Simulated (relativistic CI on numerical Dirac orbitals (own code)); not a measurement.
# Rh6+: 3d photoemission

Computed with this model: Dirac-Coulomb-Breit CI, orbitals from a KLI potential per configuration, model QED (radiative potential, 1s self-energy scaled to tabulated hydrogen-like ionisation energies), multiplet model of photoemission in the sudden approximation, unscaled Slater integrals; configurations [Kr] 4d3 → [Ar] 3d9 4s2 4p6 4d3; 80 K; Lorentzian 0.42 eV and Gaussian 0.5 eV FWHM. Energies are those of the free ion, without screening or charge transfer. The energies are binding energies and can lie tens of eV above those of solids. S is read from ⟨S²⟩ = S(S + 1).

Field parameters in Wybourne normalisation: D4h B²₀ = −7Ds, B⁴₀ = 21(Dq − Dt), B⁴₄ = 21√(5/14) Dq. The field is a parameter set, without covalency.

Computed curve for free ion, scaled to 100 at the maximum (points under 2 are left out and the grid is thinned):

(Energy (eV), Intensity): (412.8, 2.1), (413.0, 2.5), (413.3, 3.3), (413.5, 4.0), (413.7, 5.1), (414.0, 7.9), (414.2, 11.7), (414.4, 19.6), (414.7, 49.4), (414.9, 80.1), (415.1, 99.3), (415.4, 90.8), (415.6, 85.7), (415.8, 92.7), (416.1, 95.6), (416.3, 80.0), (416.5, 61.1), (416.8, 34.3), (417.0, 21.2), (417.2, 13.9), (417.5, 9.9), (417.7, 10.2), (417.9, 12.1), (418.2, 14.7), (418.4, 14.1), (418.6, 12.4), (418.9, 11.2), (419.1, 12.5), (419.3, 17.4), (419.6, 32.7), (419.8, 42.7), (420.1, 58.6), (420.3, 72.5), (420.5, 76.3), (420.8, 51.3), (421.0, 33.3), (421.2, 23.0), (421.5, 16.5), (421.7, 14.7), (421.9, 12.8), (422.2, 9.7), (422.4, 8.6), (422.6, 7.8), (422.9, 6.6), (423.1, 5.8), (423.3, 4.7), (423.6, 3.0), (423.8, 2.3), (432.7, 2.7), (433.0, 6.8), (433.2, 9.5), (433.4, 9.1), (433.7, 5.2), (433.9, 4.0), (434.1, 3.8), (434.4, 2.6), (435.5, 2.2), (435.7, 2.6), (436.0, 2.4), (436.2, 2.1)

The ground state has S = 1.49, and the centroid lies at 418.27 eV.
